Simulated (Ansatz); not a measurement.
Consider the redistribution: `O[Si](O)(S)[TeH]` + `NB(O)O` → `NB(O)[TeH]` + `O[Si](O)(O)S`.

Program: Ansatz. Geometries: PBE0-D4/def2-TZVP. ΔE: electronic, gas phase. CCSD(T)/CBS adds triple-zeta CCSD(T) − MP2 to the extrapolated MP2 energy (def2 sets, frozen cores). This one scheme is used for every species. Functionals use def2-TZVPP. HSE06 is defined as in plane-wave codes. def2 core potentials past Kr. For Te outer-core shells are correlated without core-valence functions, which leaves a few kJ/mol of doubt a bond. Each species was taken in one conformer, which may not be the lowest.

| level | ΔE (kcal/mol) |
| --- | --- |
| B2PLYP | 4.6 |
| PBE-QIDH | 5.1 |
| HSE06 | 6.1 |
| HF/def2-TZVPP | 3.9 |

(1) What does CCSD(T)/CBS give? (An estimate is asked.)

Largest T1 diagnostic among the species: 0.012.

Answers

(1) The calculation gave: +4.6 kcal/mol. The listed levels differ from it by 0.0, 0.5, 1.5, -0.7 kcal/mol.

At CCSD(T), def2-SVP lies +4.0 kcal/mol from the extrapolated value and def2-TZVPP −0.9 kcal/mol. Leaving LDA and LC-ωPBE aside and taking each functional with its dispersion term where it has one, the values, not all of them listed here, spread over 2.2 kcal/mol, from B2PLYP to PBE-D4.
